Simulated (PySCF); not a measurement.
# Mayer bond orders and bond lengths

Species: C5H9NO.
SMILES with atom numbers: `[CH2:1]=[C:2]([CH2:3][CH3:4])[C:5]([NH2:6])=[O:7]` (hydrogens: H8, H9 on C1; H10, H11 on C3; H12, H13, H14 on C4; H15, H16 on N6)

Cartesian coordinates in Å at the GFN2-xTB level; atoms count from 1:
```
atom  x, y, z in Å
C1    -0.525    0.950    1.336
C2    -0.223    0.354    0.189
C3     1.119    0.496   -0.473
C4     2.021   -0.686   -0.113
C5    -1.175   -0.585   -0.483
N6    -2.476   -0.203   -0.433
O7    -0.830   -1.604   -1.042
H8     0.180    1.598    1.831
H9    -1.461    0.794    1.846
H10    1.586    1.429   -0.154
H11    0.987    0.520   -1.556
H12    1.553   -1.613   -0.432
H13    2.182   -0.726    0.962
H14    2.984   -0.587   -0.608
H15   -2.763    0.662   -0.014
H16   -3.168   -0.790   -0.868
```

Bond orders from the PBE0/pcSseg-1 density (PySCF). One conformer (not necessarily the lowest) at the GFN2-xTB geometry, without solvent, vibrations or thermal averaging.

(1) Where do the orders between heavy atoms depart from those drawn in the SMILES?

(2) Set the Mayer orders of the bonds beside their lengths.

Answers

(1) The largest departure is 0.211, at C5–N6 (drawn single, 1.211). Drawn single, order above 1.12: C5–N6 (1.211).

(2) 
```tsv
bond	drawn as	length (Å)	Mayer order
C1–C2	double	1.327	1.938
C2–C3	single	1.502	1.048
C3–C4	single	1.530	1.031
C2–C5	single	1.497	0.913
C5–N6	single	1.356	1.211
C5–O7	double	1.213	1.921
C1–H8	single	1.078	0.944
C1–H9	single	1.078	0.946
C3–H10	single	1.092	0.948
C3–H11	single	1.092	0.937
C4–H12	single	1.086	0.957
C4–H13	single	1.088	0.968
C4–H14	single	1.087	0.968
N6–H15	single	1.003	0.932
N6–H16	single	1.007	0.931
```

By pair of heavy elements: C–C: lowest C2–C5 (0.913, 1.497 Å), highest C1–C2 (1.938, 1.327 Å); in 2 of the 6 pairs the longer bond (by over 0.003 Å) has the higher order (by 0.02 or more).

**Question.** Sum the orders of all bonds at each heavy atom with more than one neighbour and set the sums beside the valence in the SMILES.

**Answer.** C1 3.828 (drawn 4), C2 3.899 (drawn 4), C3 3.964 (drawn 4), C4 3.924 (drawn 4), C5 4.045 (drawn 4), N6 3.074 (drawn 3). Orders between atoms that aren't bonded are not in these sums.

The Mayer order sums products of elements of PS (density times overlap matrix) between the two atoms' basis functions, so it depends on the basis set.

The run behind these numbers computed NMR shieldings as well. Cost: about 80 s of CPU time on one thread (grids of density and orbitals included); the machine was shared, so the figure is rough.
